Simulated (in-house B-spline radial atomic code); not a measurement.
Settings and results of a run for Yb²⁺ (with a hole in an inner shell). Level of theory: Dirac-Hartree-Fock, average of the jj configuration, Fermi nucleus of rms radius 5.3108 fm; calculated with a radial B-spline atomic code at the basis-set limit.

In the input, a minus or plus after the letter marks the j = l - 1/2 or j = l + 1/2 subshell.

Command:
```bash
python run_scf.py task.json out
```
Settings (nuclear radius in fm, mass in u):
```
Z                70
configuration    1s2 2s2 2p6 3s2 3p6 3d10 4s2 4p6 4d10 4f-5 4f+8 5s2 5p6 6s1
hamiltonian      dirac
method           hf
spin_polarised   False
nucleus          fermi
rms_radius       5.3108
atomic_mass      173.93887
speed_of_light   137.035999084
```

Output (hartree, bohr):
```
 radial grid: 81 intervals, B-splines of order 8, outer radius 60 bohr

 iter        energy (Eh)    residual
    1      -14066.459195    6.16e-01
    2      -14066.917856    5.24e-02
    3      -14066.952269    1.13e-02
    4      -14066.954740    5.98e-03
    5      -14066.955099    2.26e-03
    6      -14066.955160    1.23e-03
    7      -14066.955201    2.54e-04
    8      -14066.955203    1.66e-05
    9      -14066.955203    2.34e-06
   10      -14066.955203    2.67e-07

 total energy                    -14066.95520
 kinetic                           15620.5755
 electron-nucleus                 -34880.8071
 electron-electron                  5193.2765

 first-order corrections (not in the total)
   Gaunt                            15.8230
   retardation                      -1.6723
   frequency dependence             -0.2507
   self-energy                      11.3353
   Uehling                          -2.0023
   Wichmann-Kroll                    0.0730
   recoil                            0.0279

 orbital      occ     eigenvalue          <r>       <r^2>       <1/r>       <r^4>       r_max    small
 1s1/2      2.000     -2268.5483    0.0196597 0.000529866     80.6115 7.56339e-07     0.01237  6.90e-02
 2s1/2      2.000      -389.8296    0.0826885  0.00814223     19.4805 0.000115575     0.07071  1.55e-02
 2p1/2      2.000      -370.9902    0.0688055  0.00587451      19.408  7.0857e-05     0.05303  1.55e-02
 2p3/2      4.000      -332.4255     0.076264  0.00708174     16.6796 9.85846e-05     0.05942  1.42e-02
 3s1/2      2.000       -90.6774     0.215675   0.0533172     7.15527  0.00430541      0.1993  5.06e-03
 3p1/2      2.000       -82.3792     0.205824   0.0493393     7.05777  0.00386339      0.1874  4.98e-03
 3p3/2      4.000       -74.0673     0.219672   0.0560067      6.3613  0.00494051      0.2005  4.61e-03
 3d3/2      4.000       -60.1379     0.193446   0.0439872     6.23227  0.00344676      0.1582  4.47e-03
 3d5/2      6.000       -58.3651     0.197816    0.045873     6.06197  0.00372526      0.1619  4.36e-03
 4s1/2      2.000       -19.6319     0.488047    0.268937     2.96824    0.105183      0.4556  1.60e-03
 4p1/2      2.000       -16.2067     0.496656    0.280814      2.8552    0.118054      0.4577  1.52e-03
 4p3/2      4.000       -14.3343     0.527071    0.316104     2.62706    0.149717      0.4849  1.39e-03
 4d3/2      4.000        -8.6664     0.553777    0.356113      2.3985    0.207672      0.4869  1.19e-03
 4d5/2      6.000        -8.3838     0.565016    0.370619     2.34062     0.22511      0.4962  1.16e-03
 4f5/2      5.000        -1.4602     0.708003    0.643585     1.82412     1.06926      0.4819  7.51e-04
 4f7/2      8.000        -1.4240      0.71856    0.663933     1.79918     1.14445      0.4875  7.35e-04
 5s1/2      2.000        -3.2599      1.20867     1.64283     1.09576     4.01651       1.075  3.12e-04
 5p1/2      2.000        -2.1986      1.34334     2.04532    0.975596     6.45998       1.166  2.53e-04
 5p3/2      4.000        -1.9492      1.44131     2.35453    0.897715      8.5802       1.247  2.21e-04
 6s1/2      1.000        -0.7272      3.22659     11.5973    0.387016     193.728       2.896  4.51e-05
```

Cost of the run: 1.6 s on 1 thread of Arm Neoverse V1 (shared host).

For the Dirac Hamiltonian the kinetic term is c α·p + (β - 1)c².
